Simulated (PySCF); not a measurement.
C (carbon, neutral) across methods

[He] 2s1 2p3, high-spin 5S determinant (an excited configuration). All numbers are calculated (PySCF 2.14, the non-relativistic Hamiltonian (point nucleus), in def2-QZVPPD (8s4p4d2f1g, 63 functions)).

```json
{"method": "TPSS", "E (hartree)": "-37.7046", "mean ε 1s β (eV)": "-273.58", "mean ε 2s α (eV)": "-15.846", "mean ε 2p α (eV)": "-6.860", "Σ⟨r²⟩ (bohr²)": "14.05", "⟨S²⟩": "6.000"}
{"method": "PW91", "E (hartree)": "-37.6801", "mean ε 1s β (eV)": "-271.34", "mean ε 2s α (eV)": "-15.496", "mean ε 2p α (eV)": "-6.873", "Σ⟨r²⟩ (bohr²)": "14.17", "⟨S²⟩": "6.000"}
{"method": "LDA", "E (hartree)": "-37.3208", "mean ε 1s β (eV)": "-268.47", "mean ε 2s α (eV)": "-15.244", "mean ε 2p α (eV)": "-6.883", "Σ⟨r²⟩ (bohr²)": "14.28", "⟨S²⟩": "6.000"}
{"method": "UHF", "E (hartree)": "-37.59917", "mean ε 1s β (eV)": "-305.50", "mean ε 2s α (eV)": "-25.613", "mean ε 2p α (eV)": "-13.032", "Σ⟨r²⟩ (bohr²)": "13.54", "⟨S²⟩": "6.000"}
{"method": "PBE", "E (hartree)": "-37.6472", "mean ε 1s β (eV)": "-271.06", "mean ε 2s α (eV)": "-15.470", "mean ε 2p α (eV)": "-6.819", "Σ⟨r²⟩ (bohr²)": "14.20", "⟨S²⟩": "6.000"}
{"method": "PBE0", "E (hartree)": "-37.6598", "mean ε 1s β (eV)": "-279.82", "mean ε 2s α (eV)": "-18.084", "mean ε 2p α (eV)": "-8.442", "Σ⟨r²⟩ (bohr²)": "13.95", "⟨S²⟩": "6.000"}
{"method": "r2SCAN", "E (hartree)": "-37.7020", "mean ε 1s β (eV)": "-274.74", "mean ε 2s α (eV)": "-16.663", "mean ε 2p α (eV)": "-7.258", "Σ⟨r²⟩ (bohr²)": "13.86", "⟨S²⟩": "6.000"}
{"method": "revPBE", "E (hartree)": "-37.6943", "mean ε 1s β (eV)": "-271.38", "mean ε 2s α (eV)": "-15.495", "mean ε 2p α (eV)": "-6.784", "Σ⟨r²⟩ (bohr²)": "14.16", "⟨S²⟩": "6.000"}
{"method": "r2SCAN0", "E (hartree)": "-37.7002", "mean ε 1s β (eV)": "-282.54", "mean ε 2s α (eV)": "-18.879", "mean ε 2p α (eV)": "-8.751", "Σ⟨r²⟩ (bohr²)": "13.75", "⟨S²⟩": "6.000"}
```
